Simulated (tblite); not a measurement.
Compound: C3H6BrClSi.
Atom-mapped SMILES: `[Cl:1]/[CH:2]=[CH:3]/[CH2:4][SiH2:5][Br:6]` (hydrogens: H7 on C2; H8 on C3; H9, H10 on C4; H11, H12 on Si5)

Computed with GFN2-xTB (tblite), gas phase: L-BFGS steps from a force-field or distance-geometry start until the largest atomic force falls under 0.01 eV/Å.

Step 22: E = -540.6243 eV
```
atom  x, y, z in Å  |  force x, y, z in eV/Å
Cl1     3.5106    0.0789   -0.2640    0.057   0.033   0.015
C2      1.8776   -0.3392   -0.5908   -0.024  -0.017  -0.007
C3      0.9428   -0.3789    0.3430   -0.086   0.029   0.005
C4     -0.4747   -0.7348    0.0546   -0.036  -0.015   0.010
Si5    -1.6598    0.7252    0.3492    0.016   0.054  -0.009
Br6    -1.2268    2.3013   -1.1480    0.007  -0.044  -0.011
H7      1.6861   -0.5755   -1.6257    0.014   0.010  -0.035
H8      1.1782   -0.1260    1.3676    0.017  -0.035  -0.012
H9     -0.7798   -1.5575    0.7052    0.013   0.014  -0.021
H10    -0.5721   -1.0756   -0.9780    0.033  -0.042   0.018
H11    -3.0392    0.3191    0.1244   -0.008   0.013  -0.006
H12    -1.4418    1.3623    1.6365   -0.001   0.001   0.054
```

Step 23: E = -540.6250 eV
```
atom  x, y, z in Å  |  force x, y, z in eV/Å
Cl1     3.5057    0.0917   -0.2655    0.040   0.023   0.017
C2      1.8741   -0.3370   -0.5897   -0.014  -0.016  -0.003
C3      0.9399   -0.3829    0.3447   -0.042   0.059  -0.015
C4     -0.4762   -0.7370    0.0537   -0.034  -0.019   0.003
Si5    -1.6569    0.7254    0.3481   -0.008   0.046   0.011
Br6    -1.2175    2.2962   -1.1498    0.008  -0.023  -0.029
H7      1.6832   -0.5743   -1.6245    0.014   0.014  -0.034
H8      1.1742   -0.1290    1.3689    0.021  -0.035   0.000
H9     -0.7830   -1.5575    0.7037   -0.007  -0.028   0.011
H10    -0.5705   -1.0798   -0.9779    0.021  -0.039  -0.004
H11    -3.0388    0.3231    0.1264    0.008   0.019  -0.004
H12    -1.4331    1.3605    1.6359   -0.007  -0.001   0.045
```

Step 24: E = -540.6255 eV
```
atom  x, y, z in Å  |  force x, y, z in eV/Å
Cl1     3.5030    0.1009   -0.2661    0.005   0.008   0.015
C2      1.8715   -0.3357   -0.5891    0.001  -0.007  -0.001
C3      0.9371   -0.3846    0.3454    0.006   0.067  -0.031
C4     -0.4780   -0.7386    0.0531   -0.024  -0.015  -0.003
Si5    -1.6550    0.7264    0.3475   -0.023   0.026   0.029
Br6    -1.2109    2.2918   -1.1518    0.010  -0.003  -0.042
H7      1.6817   -0.5732   -1.6244    0.014   0.019  -0.021
H8      1.1720   -0.1320    1.3697    0.018  -0.030   0.006
H9     -0.7854   -1.5574    0.7029   -0.020  -0.054   0.034
H10    -0.5689   -1.0836   -0.9777    0.006  -0.032  -0.016
H11    -3.0385    0.3263    0.1278    0.018   0.025  -0.002
H12    -1.4274    1.3589    1.6366   -0.010  -0.003   0.031
```

Q: Estimate the geometry and energy of step 25. (The exact step hangs on the optimiser's Hessian estimate; all steps are aligned on step 24, rigid shifts and turns removed.)

A: E = -540.6260 eV, largest force 0.077 eV/Å
```
atom  x, y, z in Å  |  force x, y, z in eV/Å
Cl1     3.5011    0.1089   -0.2662   -0.032  -0.008   0.013
C2      1.8694   -0.3349   -0.5888    0.015   0.008  -0.001
C3      0.9344   -0.3846    0.3455    0.041   0.053  -0.037
C4     -0.4802   -0.7401    0.0525   -0.008  -0.010  -0.003
Si5    -1.6539    0.7281    0.3476   -0.023  -0.002   0.037
Br6    -1.2051    2.2877   -1.1546    0.011   0.011  -0.048
H7      1.6810   -0.5718   -1.6250    0.015   0.024  -0.003
H8      1.1706   -0.1354    1.3704    0.011  -0.022   0.003
H9     -0.7878   -1.5579    0.7029   -0.024  -0.060   0.042
H10    -0.5672   -1.0877   -0.9777   -0.010  -0.021  -0.016
H11    -3.0381    0.3296    0.1290    0.019   0.030  -0.001
H12    -1.4230    1.3573    1.6385   -0.013  -0.003   0.016
```

The energy changes by -0.0005 eV. The first-order estimate −F·Δx gives -0.0007 eV and the mean of the old and new forces, exact on a quadratic surface, -0.0005 eV. The step makes an angle of 70° with the force vector and moves no atom by more than 0.008 Å.

What follows is the cost of the whole relaxation. Time: 1.4 s. Hardware: one thread of an Intel Xeon at 2.50 GHz, shared host with 64 logical CPUs at a one-minute load of 62.
